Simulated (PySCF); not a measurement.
SMILES COc1ccc(-c2cccs2)cc1 at its GFN2-xTB optimised geometry (Å):

```
23

C      3.7311    -3.2903     0.0898
O      2.3362    -3.4394    -0.0128
C      1.5596    -2.3217    -0.0021
C      0.1830    -2.5329    -0.1096
C     -0.6940    -1.4741    -0.1094
C     -0.2316    -0.1575    -0.0010
C     -1.1458     0.9651     0.0000
C     -2.5151     0.9651     0.0000
C     -3.0792     2.2562     0.0002
C     -2.1415     3.2374    -0.0009
S     -0.5463     2.6024     0.0000
C      1.1441     0.0401     0.1042
C      2.0322    -1.0179     0.1047
H      4.1368    -2.7130    -0.7473
H      4.1383    -4.2998     0.0607
H      4.0166    -2.8130     1.0329
H     -0.1724    -3.5478    -0.1943
H     -1.7509    -1.6685    -0.1995
H     -3.1114     0.0709     0.0062
H     -4.1383     2.4438     0.0013
H     -2.2831     4.2998    -0.0012
H      1.5273     1.0469     0.1890
H      3.0878    -0.8127     0.1892
```

Computed with B3LYP/def2-SVP run with PySCF 2.14.0.

Map of the deformation density (molecule minus spherical neutral atoms) (e/bohr³) on the plane z = 0.8 Å:

```
|22222222222222222222222222222|
|22222222222222222222222222222|
|22222222111222222222222222222|
|22222221111112222222222222222|
|22222211111111222222222222222|
|22222111111111122222222222222|
|22221111111111122222222222222|
|22211111111112222222222222222|
|22211111221124322222222222222|
|22211110100013211111222222222|
|22211111100011111111122222222|
|22211111111111111111122222222|
|22221111012110001211112222222|
|22221111111111010111111222222|
|22222111111010120010111122222|
|22222111111111111221111122222|
|22222211111111000111211112222|
|22222221111101000111111111222|
|22222222111111100121011111222|
|22222222111111111000012211122|
|22222222211111111000019911122|
|22222222221111111012007611122|
|22222222222111111123101211122|
|22222222222111111122101111122|
|22222222222221112222111111122|
|22222222222222222222111111222|
|22222222222222222222211112222|
|22222222222222222222222222222|
|22222222222222222222222222222|
```
Scale: ten equal steps from -0.017 (start of '0') to 0.065 (end of '9'), in the order '0123456789'; x runs from -6.50 to 6.50, y from -6.50 (bottom) to 6.50 (top).
